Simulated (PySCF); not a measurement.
Correlation energy of Ga (gallium, neutral)

[Ar] 3d10 4s2 4p1, 2P determinant. Calculation: PySCF 2.14, in aug-cc-pVTZ-PP with ECP10MDF; a scalar-relativistic core potential. Frozen: 3s2 3p6 3d10; 3 electrons correlated.

| level | correlation energy (mhartree) |
| --- | --- |
| CCSD | -47.25 |
| (T) | -0.91 |
| CCSD(T) | -48.16 |
| CCSDT | -48.47 |

Diagnostics: T1 = 0.014, D1 = 0.0315, largest double amplitude 0.047.

Cost of the coupled-cluster step: roughly 2.3 core-seconds, for 3 correlated electrons.
